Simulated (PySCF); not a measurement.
Isomers of C5H10ClFO2S, mass 188.007 u with the commonest isotopes. Theory: PBE0/pcSseg-1 in PySCF (dipole) on a GFN2-xTB geometry, gas phase. One conformer each, none proved a minimum here; rigid rotors.

Question: Order these by rotational constant A, largest first.
A. `[CH3:1][CH:2]([CH3:3])[CH2:4][C@@H:5]([F:6])[S:7](=[O:8])(=[O:9])[Cl:10]` with C1–C2–C4–C5 -171°, C2–C4–C5–F6 67°, C4–C5–S7–O8 68°
B. `[CH3:1][C@@H:2]([F:3])[C:4]([CH3:5])([CH3:6])[S:7](=[O:8])(=[O:9])[Cl:10]` with C1–C2–C4–C5 -72°, C2–C4–S7–O8 -42°
C. `[CH3:1][CH2:2][CH2:3][C@@:4]([CH3:5])([F:6])[S:7](=[O:8])(=[O:9])[Cl:10]` with C1–C2–C3–C4 -174°, C2–C3–C4–C5 -62°, C3–C4–S7–O8 -60°
D. `[CH3:1][CH2:2][C@@H:3]([CH3:4])[C@@H:5]([F:6])[S:7](=[O:8])(=[O:9])[Cl:10]` with C1–C2–C3–C4 177°, C2–C3–C5–F6 -168°, C3–C5–S7–O8 -45°
E. `[CH3:1][CH:2]([CH3:3])[C@@:4]([CH3:5])([F:6])[S:7](=[O:8])(=[O:9])[Cl:10]` with C1–C2–C4–C5 -66°, C2–C4–S7–O8 87°

Answer: A (1958 MHz), C (1877 MHz), E (1630 MHz), D (1477 MHz), B (1415 MHz).

Question: Order these by dipole moment, smallest first.
A. `[CH3:1][CH2:2][CH2:3][C@@:4]([CH3:5])([F:6])[S:7](=[O:8])(=[O:9])[Cl:10]` with C1–C2–C3–C4 -174°, C2–C3–C4–C5 -62°, C3–C4–S7–O8 -60°
B. `[CH3:1][CH:2]([CH3:3])[CH2:4][C@@H:5]([F:6])[S:7](=[O:8])(=[O:9])[Cl:10]` with C1–C2–C4–C5 -171°, C2–C4–C5–F6 67°, C4–C5–S7–O8 68°
C. `[CH3:1][CH:2]([CH3:3])[C@@:4]([CH3:5])([F:6])[S:7](=[O:8])(=[O:9])[Cl:10]` with C1–C2–C4–C5 -66°, C2–C4–S7–O8 87°
D. `[CH3:1][C@@H:2]([F:3])[C:4]([CH3:5])([CH3:6])[S:7](=[O:8])(=[O:9])[Cl:10]` with C1–C2–C4–C5 -72°, C2–C4–S7–O8 -42°
E. `[CH3:1][CH2:2][C@@H:3]([CH3:4])[C@@H:5]([F:6])[S:7](=[O:8])(=[O:9])[Cl:10]` with C1–C2–C3–C4 177°, C2–C3–C5–F6 -168°, C3–C5–S7–O8 -45°

Answer: E (3.65 D), B (4.15 D), C (4.33 D), A (4.46 D), D (5.05 D).

Question: Order these by out-of-plane moment Σ m c² = (Ia + Ib − Ic)/2, largest first.
A. `[CH3:1][CH:2]([CH3:3])[CH2:4][C@@H:5]([F:6])[S:7](=[O:8])(=[O:9])[Cl:10]` with C1–C2–C4–C5 -171°, C2–C4–C5–F6 67°, C4–C5–S7–O8 68°
B. `[CH3:1][CH2:2][CH2:3][C@@:4]([CH3:5])([F:6])[S:7](=[O:8])(=[O:9])[Cl:10]` with C1–C2–C3–C4 -174°, C2–C3–C4–C5 -62°, C3–C4–S7–O8 -60°
C. `[CH3:1][C@@H:2]([F:3])[C:4]([CH3:5])([CH3:6])[S:7](=[O:8])(=[O:9])[Cl:10]` with C1–C2–C4–C5 -72°, C2–C4–S7–O8 -42°
D. `[CH3:1][CH:2]([CH3:3])[C@@:4]([CH3:5])([F:6])[S:7](=[O:8])(=[O:9])[Cl:10]` with C1–C2–C4–C5 -66°, C2–C4–S7–O8 87°
E. `[CH3:1][CH2:2][C@@H:3]([CH3:4])[C@@H:5]([F:6])[S:7](=[O:8])(=[O:9])[Cl:10]` with C1–C2–C3–C4 177°, C2–C3–C5–F6 -168°, C3–C5–S7–O8 -45°

Answer: C (122.60 u·Å²), E (116.02 u·Å²), D (110.77 u·Å²), A (104.80 u·Å²), B (103.45 u·Å²).

```json
{"SMILES": "CCC[C@@](C)(F)S(=O)(=O)Cl", "point group": "C1", "Ia (u·Å²)": "269.25", "Ib (u·Å²)": "841.15", "Ic (u·Å²)": "903.49", "κ": "-0.94", "μa (D)": "3.41", "μb (D)": "2.46", "μc (D)": "1.47"}
{"SMILES": "C[C@@H](F)C(C)(C)S(=O)(=O)Cl", "point group": "C1", "Ia (u·Å²)": "357.13", "Ib (u·Å²)": "566.53", "Ic (u·Å²)": "678.46", "κ": "-0.56", "μa (D)": "4.66", "μb (D)": "0.95", "μc (D)": "1.69"}
{"SMILES": "CC[C@@H](C)[C@@H](F)S(=O)(=O)Cl", "point group": "C1", "Ia (u·Å²)": "342.15", "Ib (u·Å²)": "635.28", "Ic (u·Å²)": "745.40", "κ": "-0.71", "μa (D)": "2.91", "μb (D)": "1.15", "μc (D)": "1.88"}
{"SMILES": "CC(C)[C@@](C)(F)S(=O)(=O)Cl", "point group": "C1", "Ia (u·Å²)": "309.97", "Ib (u·Å²)": "633.75", "Ic (u·Å²)": "722.17", "κ": "-0.79", "μa (D)": "3.64", "μb (D)": "1.63", "μc (D)": "1.71"}
{"SMILES": "CC(C)C[C@@H](F)S(=O)(=O)Cl", "point group": "C1", "Ia (u·Å²)": "258.16", "Ib (u·Å²)": "979.56", "Ic (u·Å²)": "1028.13", "κ": "-0.97", "μa (D)": "3.63", "μb (D)": "1.77", "μc (D)": "0.96"}
```
